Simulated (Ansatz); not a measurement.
`N[SiH]([GaH2])BF` + `[CH3][SnH2][CH3]` → `C[SiH](N)BF` + `[CH3][SnH2][GaH2]`  (redistribution)

Computed with Ansatz on PBE0-D4/def2-TZVP structures; ΔE is electronic, products minus reactants. CCSD(T)/CBS adds triple-zeta CCSD(T) − MP2 to the extrapolated MP2 energy (def2 sets, frozen cores). DFT in def2-TZVPP. B3LYP here is the variant with VWN-RPA as its local correlation; programs differ in this. Elements past krypton have def2 core potentials. For Ga, Sn outer-core shells are correlated without core-valence functions, which leaves a few kJ/mol of doubt a bond. Scalar relativity is left out up to krypton. One conformer a species, not always the lowest.

```json
{"species": "`N[SiH]([GaH2])BF`", "B3LYP energy (Eh)": "-2397.61484"}
{"species": "`[CH3][SnH2][CH3]`", "B3LYP energy (Eh)": "-295.42502"}
{"species": "`C[SiH](N)BF`", "B3LYP energy (Eh)": "-511.46347"}
{"species": "`[CH3][SnH2][GaH2]`", "B3LYP energy (Eh)": "-2181.59609"}
```

(1) Work out ΔE.

Largest T1 diagnostic among the species: 0.014.

Results:

(1) ΔE = (-511.46347) + (-2181.59609) − (-2397.61484) − (-295.42502) = -0.01970 Eh = -51.7 kJ/mol. CCSD(T)/CBS gives -48.8 kJ/mol.

From PBE to PBE0 (25 % exact exchange), in def2-TZVPP and without D4, ΔE moves by −5.0 kJ/mol. In def2-TZVPP, CCSD(T) changes the Hartree–Fock value by +15.4 kJ/mol (the triples alone add +2.6 kJ/mol) and MP2 by +12.5 kJ/mol.
